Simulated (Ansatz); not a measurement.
Coupled-cluster diagnostics for the cluster Be4Se3⁺, Ansatz.

Geometry of the doublet (B3LYP-D4/def2-SVP):

Cartesian coordinates in Å:
```
Be 3.049 0.997 1.622
Be -2.009 1.351 -2.634
Be -1.473 -0.327 -0.485
Be 0.706 -0.474 1.324
Se -1.727 -0.627 -2.498
Se -1.246 0.006 1.491
Se 2.701 -0.926 1.180
```

Correlated methods freeze 27 core orbitals; core or outer-core shells of Se are correlated, in sets that lack core-valence functions. Another isomer (doublet) lies 3.34 eV lower at PBE0-D4/def2-TZVP; other spin states weren't run for this one.

Estimate the CCSD(T) correlation energy, the shares of MP2 and (T), T1 and the reference's ⟨S²⟩ for: charge 1, doublet, own geometry in def2-SVP; and the rough time on 4 threads of Arm Neoverse V1 on a shared host.


```
                          state     basis  correlation (eV)  MP2 share (%)  (T) share (%)     T1  ⟨S²⟩ (pure)  wall time
charge 1, doublet, own geometry  def2-SVP           -21.952           95.9            3.2  0.013  0.75 (0.75)    2.5 min
```
Customary marks for T1 are 0.02 (closed shells), 0.045 (open shells) and about 0.05 (3d metals). T1 stays under 0.02 throughout.
